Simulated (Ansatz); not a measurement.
Consider the redistribution: `C#C[SiH](Cl)Cl` + `[CH3][GeH2][SiH2]Cl` → `Cl[SiH2][SiH](Cl)Cl` + `C#[C][GeH2][CH3]`.

Gas-phase electronic energies from Ansatz, PBE0-D4/def2-TZVP geometries. CBS: MP2 limit from def2 TZ/QZ plus the TZ coupled-cluster correction, frozen cores. Functionals use def2-TZVPP. B3LYP here is the variant with VWN-RPA as its local correlation; programs differ in this. For Ge outer-core shells are correlated without core-valence functions, which leaves a few kJ/mol of doubt a bond. Scalar relativity is left out up to krypton. One conformer a species, not always the lowest.

```tsv
level	ΔE (kcal/mol)
r2SCAN-D4	9.0
r2SCAN	9.0
B3LYP	8.7
MP2/def2-QZVPP	9.0
```

Problem. What does CCSD(T)/CBS give? (Estimate.)

Solution. Ansatz gave: +8.5 kcal/mol. The listed levels differ from it by 0.5, 0.5, 0.2, 0.5 kcal/mol.

Largest T1 diagnostic among the species: 0.012.
